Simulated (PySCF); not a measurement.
Spinor energies of Ag³⁺ (silver, charge +3)

Start: [Kr] 4d7 5p1; 4d3/2 filled at m_j = +1/2, +3/2; 4d5/2 filled at m_j = -3/2, -1/2, +1/2, +3/2, +5/2; 5p3/2 filled at m_j = +3/2. Calculated with PySCF 2.14 in x2c-SVPall-2c with one added diffuse shell each of s, p, d type (7s9p7d1f, 76 functions): generalised Hartree-Fock with the X2C-1e Hamiltonian and a Gaussian nucleus; one run each with spin-orbit coupling (SO) switched off, then screened by Boettger's factors. This is a chosen level, not necessarily the ground level.

```json
{"spinor shell": "1s1/2", "electrons": "2", "ε, spin-free (eV)": "-25689.9", "ε, screened SO (eV)": "-25688.1", "weight of nominal j (screened SO)": "1.000", "rms radius, screened SO (bohr)": "0.0357"}
{"spinor shell": "2s1/2", "electrons": "2", "ε, spin-free (eV)": "-3909.2", "ε, screened SO (eV)": "-3908.7", "weight of nominal j (screened SO)": "1.000", "rms radius, screened SO (bohr)": "0.146"}
{"spinor shell": "2p1/2", "electrons": "2", "ε, spin-free (eV)": "-3505.5", "ε, screened SO (eV)": "-3627.3", "weight of nominal j (screened SO)": "1.000", "rms radius, screened SO (bohr)": "0.127"}
{"spinor shell": "3s1/2", "electrons": "2", "ε, spin-free (eV)": "-792.92", "ε, screened SO (eV)": "-792.80", "weight of nominal j (screened SO)": "1.000", "rms radius, screened SO (bohr)": "0.392"}
{"spinor shell": "3p1/2", "electrons": "2", "ε, spin-free (eV)": "-656.84", "ε, screened SO (eV)": "-679.11", "weight of nominal j (screened SO)": "1.000", "rms radius, screened SO (bohr)": "0.387"}
{"spinor shell": "3p3/2", "electrons": "4", "ε, spin-free (eV)": "-656.84", "ε, screened SO (eV)": "-646.50", "weight of nominal j (screened SO)": "1.000", "rms radius, screened SO (bohr)": "0.398"}
{"spinor shell": "3d3/2", "electrons": "4", "ε, spin-free (eV)": "-442.36", "ε, screened SO (eV)": "-446.52", "weight of nominal j (screened SO)": "0.991", "rms radius, screened SO (bohr)": "0.374"}
{"spinor shell": "3d5/2", "electrons": "6", "ε, spin-free (eV)": "-442.36", "ε, screened SO (eV)": "-439.48", "weight of nominal j (screened SO)": "0.994", "rms radius, screened SO (bohr)": "0.377"}
{"spinor shell": "4s1/2", "electrons": "2", "ε, spin-free (eV)": "-162.11", "ε, screened SO (eV)": "-162.12", "weight of nominal j (screened SO)": "1.000", "rms radius, screened SO (bohr)": "0.974"}
{"spinor shell": "4p1/2", "electrons": "2", "ε, spin-free (eV)": "-119.40", "ε, screened SO (eV)": "-125.81", "weight of nominal j (screened SO)": "0.854", "rms radius, screened SO (bohr)": "1.04"}
{"spinor shell": "4p3/2", "electrons": "4", "ε, spin-free (eV)": "-119.40", "ε, screened SO (eV)": "-116.39", "weight of nominal j (screened SO)": "0.927", "rms radius, screened SO (bohr)": "1.05"}
{"spinor shell": "4d5/2", "electrons": "5", "ε, spin-free (eV)": "-58.969", "ε, screened SO (eV)": "-59.979", "weight of nominal j (screened SO)": "0.521", "rms radius, screened SO (bohr)": "1.30"}
{"spinor shell": "4d3/2", "electrons": "2", "ε, spin-free (eV)": "-58.969", "ε, screened SO (eV)": "-56.802", "weight of nominal j (screened SO)": "0.610", "rms radius, screened SO (bohr)": "1.31"}
{"spinor shell": "5p3/2", "electrons": "1", "ε, spin-free (eV)": "-28.341", "ε, screened SO (eV)": "-28.124", "weight of nominal j (screened SO)": "1.000", "rms radius, screened SO (bohr)": "3.16"}
```

**Question.** Where does 2p3/2 lie, and what is the 2p spin-orbit splitting (screened SO)?

**Answer.** At -3449.3 eV, 177.97 eV above 2p1/2.

```json
{"quantity": "E (hartree)", "spin-free": "-5308.92582", "screened SO": "-5309.89170"}
{"quantity": "M_J", "spin-free": "6", "screened SO": "6"}
{"quantity": "⟨J²⟩", "spin-free": "42.005", "screened SO": "42.007"}
{"quantity": "⟨L²⟩", "spin-free": "20.005", "screened SO": "20.339"}
{"quantity": "⟨S²⟩", "spin-free": "6.000", "screened SO": "5.885"}
```

Each row is a mean over spinors that exchange with the open shell spreads, by up to 11.013 eV (4p3/2).

Rows whose weight is well below 1 are mixtures of j = l ± 1/2: exchange outweighs spin-orbit coupling there, and the label is only the starting occupation.

Breit and QED terms are absent; they matter most for the inner s and p1/2 levels.

Densities and radii are taken from the X2C orbitals without a picture-change correction, which distorts them close to the nucleus.

Without spin-orbit coupling the j labels of p, d and f shells carry no meaning; the spin-free column gives the mean over the occupied spinors of each nl shell.
